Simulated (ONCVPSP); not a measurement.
What one change does to a pseudopotential (tantalum (Ta), ONCV)

* Element: Ta
* Generator: ONCVPSP 4.0.1
* Type: optimised norm-conserving Vanderbilt (ONCV)
* Functional: PBE
* Relativity: scalar-relativistic
* Frozen core: [Xe] 4f14
* Valence charge: 5
* Reference configuration: 5d3 6s2
* Partial waves: 6s: rc 2.90 bohr, ncon 4, nbas 8, qcut 2.4 1/bohr, 2 projectors, debl 1.8 Ha; p scattering state at 0.23 Ha: rc 2.65 bohr, ncon 4, nbas 7, qcut 2.6 1/bohr, 1 projector; 5d: rc 2.30 bohr, ncon 3, nbas 7, qcut 8 1/bohr, 3 projectors, debl 3.9 Ha
* Local potential: polynomial inside 1.65 bohr (lpopt 3, dvloc0 4 Ha)
* Core correction: Teter function, fcfact 4, rcfact 1.6

In the p channel the program set the typed energies aside and used 0.050 Ha.

Change: s: qcut 2.

Cutoffs: the cutoffs (Ha) at which the residual kinetic energy of the hardest occupied pseudo-wave falls to 1 and 0.1 mHa per electron; they do not see the model core or the augmentation charge, which bear on the density cutoff. Errors are all-electron minus pseudo energies relative to the spin-unpolarised reference configuration.

**Question.** What does the change do?

**Answer.** The potential gets neither clearly harder nor softer (13 Ha and 16 Ha → 13 Ha and 19 Ha); the d channel sets the loose cutoff, while the largest relative change is in s, which becomes harder; the errors of the 4 common tests hardly move; neither file shows a bound ghost.

| quantity | base | changed |
| --- | --- | --- |
| cutoff, loose | 13 Ha | 13 Ha |
| cutoff, tight | 16 Ha | 19 Ha |
| loose cutoff by channel | s 2.8 Ha, d 13 Ha | s 5.7 Ha, d 13 Ha |
| bound ghosts | none | none |
| GHOST(+) flags under 300 eV | s at 56.0 eV | s at 58.7 eV |
| error for 5d3 6s1, meV [ΔE 8.47 eV] | -66 | -65 |
| error for 5d3 6s0, meV [ΔE 23.44 eV] | -340 | -337 |
| error for 5d2 6s0, meV [ΔE 47.04 eV] | -710 | -743 |
| error for 5d3 6s0 6p2, meV [ΔE 8.60 eV] | -76 | -79 |
| s: phases at 2.94 bohr within 0.05 rad from the reference energy up to (Ha; the scan ends near 5) | 1.9 | 1.9 |
| p: phases at 2.69 bohr within 0.05 rad from the reference energy up to (Ha; the scan ends near 5) | 0.2 | 0.2 |
| d: phases at 2.34 bohr within 0.05 rad from the reference energy up to (Ha; the scan ends near 5) | to the end of the scan | to the end of the scan |
| rms error of d²Exc/dni dnj with the model core, mHa | 2.86 | 2.89 |
